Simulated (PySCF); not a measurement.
Vertical excitations of a molecule C₄H₇FSi from TDA-B3LYP/def2-SVPD (PySCF 2.14.0), as energy in eV (oscillator strength): 6.33 (0.001), 6.51 (0.028), 6.63 (0.001), 6.80 (0.003), 7.05 (0.007), 7.11 (0.011), 7.34 (0.018), 7.47 (0.013), 7.67 (0.020), 7.71 (0.021). Lowest triplet (TDA): 5.29 eV. The structure is a stationary point at PBE0-D3(BJ)/def2-SVP. The values are those of a single conformer.

Pick the molecule that these values belong to.
A. C=C(F)C(=C)[SiH3]
B. FC1=C([SiH3])CC1
C. C#CC[Si@@H](C)F
D. C=C/C=C(\F)[SiH3]

C, C#CC[Si@@H](C)F
